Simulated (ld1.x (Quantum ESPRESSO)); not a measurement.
# S: TM pseudisation with PBE, scalar-relativistic reference atom.

```
Element                 : sulfur
Generator               : ld1.x (Quantum ESPRESSO) 7.5
Type                    : norm-conserving Troullier–Martins (Kleinman–Bylander form)
Functional              : PBE
Relativity              : scalar-relativistic
Frozen core             : [Ne]
Valence charge          : 6
Reference configuration : 3s2 3p3.75 (charge +0.25)
Partial waves           : 3s (bound): rc 1.35 bohr; 3p (bound): rc 1.40 bohr; 3d channel at 0.15 Ry: rc 1.40 bohr
Local potential         : all-electron potential smoothed inside 1.15 bohr (lloc = -2)
Core correction         : none
```

Calculated quality:

| Property | Result |
| --- | --- |
| Cutoffs needed | 40 Ry and 60 Ry (the cutoffs (Ry, on a coarse ladder) from which the occupation-weighted sum of valence levels, in a spherical-Bessel basis at the reference potential, stays within 10 and 1 mRy of its value at 400 Ry) |
| Ghost test | no extra level below or beside the all-electron valence levels (s, p, d, f tested) (spherical-Bessel basis up to 400 Ry, 20 bohr box) |
| Largest excitation error | +199 meV (all-electron minus pseudo) for 3s2 3p0, out of 7 test configurations |

Generation and tests took about 1 s on one core of a shared server CPU.
